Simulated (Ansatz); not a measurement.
Reaction (atomization): `N=C=C[O][AlH2]` → Al• + 2 C• + 4 H• + N• + O•

Isolated molecules relaxed with PBE0-D4/def2-TZVP in Ansatz; ΔE leaves out vibrations. CBS: MP2 limit from def2 TZ/QZ plus the TZ coupled-cluster correction, frozen cores. This one scheme is used for every species, atoms too. Functionals use def2-TZVPP. B3LYP here is the variant with VWN-RPA as its local correlation; programs differ in this. No spin–orbit coupling; open shells (•) take unrestricted orbitals. Spin–orbit coupling would lower the free atoms: a little for Al, C, O. Each species was taken in one conformer, which may not be the lowest.

`N=C=C[O][AlH2]`:

Cartesian coordinates in Å:
```
N 2.210 -0.920 -0.187
C 1.416 0.006 -0.069
C 0.592 1.028 -0.111
O -0.740 0.937 -0.355
Al -1.942 -0.234 -0.079
H 2.401 -1.426 0.680
H 0.982 2.025 0.059
H -1.560 -1.538 0.727
H -3.358 0.122 -0.666
```

(1) What is ΔE at CCSD(T)/CBS? (Best estimate.)

(2) What do these levels give: LDA (SPW92), B97M-V, PBE0-D4, B3LYP-D4, BHLYP-D4, B2PLYP, PBE-QIDH, r2SCAN, B3LYP, CCSD(T)/def2-SVP, HF/def2-QZVPP, SCS-MP2/def2-QZVPP? (Best estimate.)

Largest T1 diagnostic among the species: 0.018.

Results:

(1) Ansatz gave: +3401.8 kJ/mol.

(2) Computed: LDA (SPW92) 3990.4, B97M-V 3445.3, PBE0-D4 3418.1, B3LYP-D4 3426.9, BHLYP-D4 3267.2, B2PLYP 3384.3, PBE-QIDH 3366.4, r2SCAN 3421.6, B3LYP 3400.7, CCSD(T)/def2-SVP 3203.4, HF/def2-QZVPP 2311.9, SCS-MP2/def2-QZVPP 3435.6 kJ/mol.

From PBE to PBE0 (25 % exact exchange), in def2-TZVPP and without D4, ΔE moves by −114.3 kJ/mol: exact exchange takes away binding that semilocal exchange gives to molecules. The D4 term adds +26.2 kJ/mol with B3LYP and +13.9 kJ/mol with PBE0; it sums over pairs of atoms, weighted by their polarisabilities, and B3LYP, whose exchange is more repulsive, gets the larger term.

For atomizations the MP2-based limit and the directly extrapolated one differ by several kJ/mol either way, and by 10 to 25 for some Ge, Se and Sn compounds, so smaller differences from it don't rank the levels.
